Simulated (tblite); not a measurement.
Species: C7H5NSe.
SMILES with atom numbers: `[N:1]#[C:2][Se:3][c:4]1[cH:5][cH:6][cH:7][cH:8][cH:9]1` (hydrogens: H10 on C5; H11 on C6; H12 on C7; H13 on C8; H14 on C9)

Computed with GFN2-xTB (tblite), gas phase: L-BFGS steps from a force-field or distance-geometry start until the largest atomic force falls under 0.01 eV/Å.

Step 35: E = -641.0707 eV
```
atom  x, y, z in Å  |  force x, y, z in eV/Å
N1      3.7876    0.3285    1.3450    0.001   0.019   0.014
C2      3.2663   -0.0358    0.3903   -0.018  -0.014  -0.013
Se3     2.4539   -0.6283   -1.1235   -0.003  -0.011   0.036
C4      0.6406   -0.2601   -0.5015   -0.015   0.020  -0.003
C5     -0.1158   -1.2802    0.0493    0.016  -0.002  -0.004
C6     -1.4220   -1.0234    0.4308    0.004  -0.028  -0.067
C7     -1.9662    0.2376    0.2485    0.042   0.008   0.076
C8     -1.1898    1.2602   -0.2733   -0.022  -0.026  -0.064
C9      0.1168    1.0117   -0.6583   -0.003   0.038   0.002
H10     0.3176   -2.2615    0.1735   -0.033  -0.043   0.013
H11    -2.0194   -1.8168    0.8550    0.005   0.005  -0.002
H12    -2.9952    0.4195    0.5239    0.046   0.036   0.008
H13    -1.6024    2.2503   -0.4033   -0.007  -0.028   0.017
H14     0.7275    1.7976   -1.0786   -0.014   0.026  -0.011
```

Step 36: E = -641.0717 eV
```
atom  x, y, z in Å  |  force x, y, z in eV/Å
N1      3.7781    0.3360    1.3524    0.020   0.034   0.053
C2      3.2614   -0.0312    0.3969   -0.047  -0.040  -0.080
Se3     2.4569   -0.6291   -1.1212   -0.005  -0.002   0.064
C4      0.6406   -0.2632   -0.5040   -0.007   0.032  -0.021
C5     -0.1166   -1.2833    0.0454    0.019   0.017  -0.027
C6     -1.4211   -1.0241    0.4303    0.010  -0.017  -0.070
C7     -1.9626    0.2386    0.2528    0.040   0.035   0.092
C8     -1.1877    1.2605   -0.2729   -0.010  -0.025  -0.067
C9      0.1174    1.0087   -0.6620   -0.010   0.063  -0.015
H10     0.3136   -2.2663    0.1602   -0.022  -0.063   0.034
H11    -2.0192   -1.8161    0.8541   -0.009  -0.015   0.008
H12    -2.9877    0.4244    0.5389    0.035   0.029  -0.004
H13    -1.5996    2.2519   -0.4019    0.006  -0.060   0.020
H14     0.7258    1.7926   -1.0912   -0.018   0.010   0.013
```

Step 37: E = -641.0728 eV
```
atom  x, y, z in Å  |  force x, y, z in eV/Å
N1      3.7572    0.3475    1.3627   -0.067  -0.036  -0.122
C2      3.2524   -0.0271    0.4016    0.030   0.023   0.074
Se3     2.4597   -0.6324   -1.1206   -0.004   0.008   0.085
C4      0.6407   -0.2667   -0.5086    0.005   0.038  -0.032
C5     -0.1166   -1.2871    0.0404    0.016   0.030  -0.054
C6     -1.4190   -1.0254    0.4293    0.015   0.003  -0.053
C7     -1.9561    0.2401    0.2600    0.032   0.051   0.080
C8     -1.1841    1.2605   -0.2728    0.010  -0.020  -0.050
C9      0.1193    1.0062   -0.6666   -0.012   0.062  -0.037
H10     0.3100   -2.2725    0.1455   -0.014  -0.066   0.049
H11    -2.0175   -1.8158    0.8543   -0.020  -0.028   0.013
H12    -2.9771    0.4314    0.5559    0.017   0.017  -0.005
H13    -1.5953    2.2532   -0.3987    0.013  -0.079   0.018
H14     0.7257    1.7875   -1.1047   -0.022  -0.001   0.035
```

Step 38: E = -641.0739 eV
```
atom  x, y, z in Å  |  force x, y, z in eV/Å
N1      3.7511    0.3545    1.3691   -0.028  -0.004  -0.039
C2      3.2478   -0.0223    0.4090   -0.001  -0.005   0.000
Se3     2.4627   -0.6324   -1.1146   -0.012   0.002   0.068
C4      0.6404   -0.2684   -0.5113    0.015   0.022  -0.040
C5     -0.1170   -1.2904    0.0350    0.003   0.028  -0.067
C6     -1.4184   -1.0269    0.4261    0.014   0.016  -0.011
C7     -1.9508    0.2420    0.2675    0.015   0.039   0.042
C8     -1.1827    1.2598   -0.2751    0.024  -0.009  -0.007
C9      0.1193    1.0046   -0.6713   -0.007   0.038  -0.054
H10     0.3038   -2.2797    0.1334   -0.004  -0.035   0.050
H11    -2.0179   -1.8154    0.8532   -0.017  -0.032   0.006
H12    -2.9683    0.4374    0.5713    0.000   0.010  -0.001
H13    -1.5930    2.2530   -0.3971    0.008  -0.072   0.008
H14     0.7225    1.7836   -1.1174   -0.010   0.001   0.046
```

Task: Estimate the geometry and energy of step 39. (The exact step hangs on the optimiser's Hessian estimate; all steps are aligned on step 38, rigid shifts and turns removed.)

Result: E = -641.0747 eV, largest force 0.114 eV/Å
```
atom  x, y, z in Å  |  force x, y, z in eV/Å
N1      3.7338    0.3611    1.3738   -0.052  -0.028  -0.098
C2      3.2399   -0.0203    0.4101    0.037   0.030   0.084
Se3     2.4637   -0.6345   -1.1145   -0.010  -0.007   0.037
C4      0.6409   -0.2697   -0.5157    0.012   0.003  -0.035
C5     -0.1161   -1.2924    0.0305   -0.013   0.013  -0.057
C6     -1.4165   -1.0276    0.4250    0.012   0.014   0.018
C7     -1.9456    0.2436    0.2731    0.001   0.010   0.005
C8     -1.1797    1.2592   -0.2757    0.028  -0.006   0.022
C9      0.1209    1.0041   -0.6749   -0.004  -0.004  -0.048
H10     0.3020   -2.2840    0.1286   -0.004   0.004   0.037
H11    -2.0163   -1.8155    0.8549   -0.001  -0.013  -0.009
H12    -2.9618    0.4412    0.5785   -0.009   0.008   0.011
H13    -1.5892    2.2523   -0.3937   -0.003  -0.042  -0.002
H14     0.7234    1.7818   -1.1221    0.005   0.020   0.034
```

The energy changes by -0.0008 eV. The first-order estimate −F·Δx gives -0.0011 eV and the mean of the old and new forces, exact on a quadratic surface, -0.0008 eV. The step makes an angle of 78° with the force vector and moves no atom by more than 0.019 Å.

The cost below is that of the whole relaxation. On one thread of an Arm Neoverse V2, no GPU, shared host with 32 logical CPUs at a one-minute load of 8.4, this took 0.28 s wall.
